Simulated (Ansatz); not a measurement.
Born–Oppenheimer molecular dynamics of ClF2GeH (5 atoms, charge 0, multiplicity 1). It starts from a relaxed structure.

Theory: RKS B3LYP/def2-SVP (Ansatz).

```json
{"ensemble": "NVT, Langevin thermostat", "time step": "0.5 fs", "steps asked": "150", "set temperature": "300 K", "friction": "0.005 /fs", "seed": "731960"}
```

First frame:

```xyz
5
Properties=species:S:1:pos:R:3
Ge -0.026 0.045 0.046
H 0.009 -0.015 1.569
F 1.582 0.013 -0.584
Cl -1.016 1.760 -0.755
F -0.802 -1.363 -0.585
```

Problem. How far do the bonds stretch over the last three quarters of this one trajectory? (Pairs bonded in most of those frames.)

Solution. 
```
   bond  mean (Å)  spread (Å)  shortest  longest
 Ge1–H2     1.528       0.037      1.46     1.59
 Ge1–F3     1.728       0.026      1.69     1.77
Ge1–Cl4     2.152       0.036      2.08     2.19
 Ge1–F5     1.732       0.023      1.70     1.77
```

Mean temperature of the second half: 154 K. The mean temperature of the second half is 49 % below the set value. A run of 0.075 ps of so small a system gives no equilibrium averages.

Run time: 6.3 min on 1 thread of Arm Neoverse V2 (shared host), peak memory 0.17 GiB.
